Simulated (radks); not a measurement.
Task: Charge is removed step by step from the 3p3/2 level of Hg+, starting from [Ne] 3s2 3p(1/2: 2, 3/2: 4) 3d10 4s2 4p6 4d10 4f14 5s2 5p6 5d10 6s1. Level of theory: Dirac Kohn-Sham, PBEsol, spin-unpolarised, spherical densities, finite nucleus; Fermi nuclear charge, rms radius 5.4648 fm (a radial shooting solver on a logarithmic mesh with Libxc functionals). At the starting occupation the eigenvalue is -2797.3 eV. Estimate the energy to remove one whole electron from this level, the eigenvalue at the end, and how far E(n) bends from a straight line.

Result: Delta-SCF 2829.2 eV; final eigenvalue -2861.5 eV; the deviation from the straight line is -8.024 eV at 0.5 electron removed, the largest on the grid computed. Slater's transition state (half an electron removed) gives 2829.0 eV. Integrating minus the eigenvalue over the occupation (Janak's theorem) gives 2829.2 eV. The mean slope of the eigenvalue, de/dn, is 64.2 eV per electron.
